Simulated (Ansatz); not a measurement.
Coupled-cluster diagnostics for Si(SiH3)4 (Si5H12), Ansatz.

Geometry of the singlet (PBE-D4/def2-SVP):

Cartesian coordinates in Å:
```
Si -0.002 -0.001 0.000
Si -0.037 -1.281 1.971
H -0.097 -2.748 1.637
H -1.242 -0.925 2.802
H 1.204 -1.020 2.783
Si 1.875 -0.597 -1.284
H 1.929 0.229 -2.543
H 1.807 -2.053 -1.664
H 3.137 -0.361 -0.497
Si 0.122 2.280 0.548
H -1.059 2.678 1.394
H 0.122 3.117 -0.705
H 1.385 2.564 1.318
Si -1.960 -0.404 -1.235
H -2.067 -1.866 -1.582
H -1.944 0.396 -2.511
H -3.171 -0.008 -0.432
```

Correlated methods freeze 25 core orbitals.

Q: Estimate the CCSD(T) correlation energy, the shares of MP2 and (T), T1 and the reference's ⟨S²⟩ for: charge 0, singlet, own geometry in def2-TZVP; and the rough time on 2 threads of AMD EPYC 7R13 on a shared host and a share (18 GiB) of an NVIDIA H100 80GB HBM3.

A: 
```
                          state      basis  correlation (eV)  MP2 share (%)  (T) share (%)     T1  ⟨S²⟩ (pure)  wall time
charge 0, singlet, own geometry  def2-TZVP           -20.116           81.3            3.6  0.015  0.00 (0.00)      2.7 s
```
Customary marks for T1 are 0.02 (closed shells), 0.045 (open shells) and about 0.05 (3d metals). T1 stays under 0.02 throughout.
